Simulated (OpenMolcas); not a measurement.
Computed levels of 3s² 3p in ions with 13 electrons, in cm-1 above ²P°_1/2.

* Program: OpenMolcas 26.06
* Method: MS-RASPT2, IPEA 0.25 Eh, imaginary shift 0.1 Eh
* Basis: ANO-R2
* Scalar Hamiltonian: X2C, finite nucleus
* Spin-orbit coupling: RASSI with atomic mean-field integrals over the reference wave functions, term energies averaged over their components

Active space for each ion: 3 electrons in 9 orbitals (RAS2 3s 3p; RAS3 3d, at most 2 electrons); closed shells correlated by CASPT2: 2s 2p.

```csv
Level,P2+,S3+,Ar5+
²P°_3/2,491,841,2040
```

Q: Estimate ²P°_3/2 for Cl4+ from its neighbours S3+ and Ar5+.

A: ²P°_3/2 is fine structure, which grows about as the fourth power of a screened charge, so the fourth roots are averaged: ((841^0.25 + 2040^0.25) / 2)^4 = 1342. The calculation gives 1344, so the estimate is off by -0.1 %.

Active for correlation alone: 3d; no level in the range computed is led by a configuration that fills it, so any true level of that kind is missing. Only configurations of the active space appear.

° marks odd parity.
